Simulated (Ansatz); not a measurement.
Computed with Ansatz on PBE0-D4/def2-TZVP structures; ΔE is electronic, products minus reactants. CCSD(T)/CBS is the MP2 limit (def2-TZVPP, def2-QZVPP) plus CCSD(T) − MP2 in def2-TZVPP, frozen cores. This one scheme is used for every species. Functionals use def2-TZVPP. Each species was taken in one conformer, which may not be the lowest.

`F[SiH](Cl)Cl` + `O[SiH3]` → `[SiH3]O[SiH](Cl)Cl` + H–F  (ligand exchange at the Si–F bond)

`F[SiH](Cl)Cl`:

```xyz
5

F    -1.079   -0.791    0.912
Si   -0.032   -0.099   -0.049
Cl    1.707    0.127    0.960
Cl   -0.764    1.708   -0.593
H     0.169   -0.945   -1.230
```

`O[SiH3]`:

Z-matrix (Å, degrees):
```
Si
O 1 1.648
H 1 1.489 2 111.7
H 1 1.489 2 111.7 3 120.9
H 1 1.481 2 105.9 3 -119.6
H 2 0.957 1 117.9 3 -60.5
```

`[SiH3]O[SiH](Cl)Cl`:

```xyz
9

Si    0.572   -0.059    1.489
O     0.525    0.195   -0.140
Si   -0.356    0.134   -1.483
Cl   -0.909   -1.790   -1.869
Cl   -2.044    1.257   -1.262
H     1.946    0.258    1.942
H     0.249   -1.477    1.780
H    -0.408    0.831    2.157
H     0.424    0.649   -2.615
```

H–F:

```xyz
2

F     0.391   -0.115    0.213
H    -0.391    0.115   -0.213
```

| level | ΔE (kJ/mol) |
| --- | --- |
| revPBE-D4 | 13.8 |
| BHLYP-D4 | 9.2 |

Task: What does CCSD(T)/CBS give? (Estimate.)

Result: The calculation gave: +10.7 kJ/mol. The listed levels differ from it by 3.1, -1.5 kJ/mol.

Largest T1 diagnostic among the species: 0.011.

Leaving LDA and LC-ωPBE aside and taking each functional with its dispersion term where it has one, the values, not all of them listed here, spread over 13.3 kJ/mol, from BHLYP-D4 to B97M-V. LDA lies −5.9 kJ/mol from PBE without D4. From BLYP to BHLYP (50 % exact exchange), in def2-TZVPP and without D4, ΔE moves by −8.7 kJ/mol.
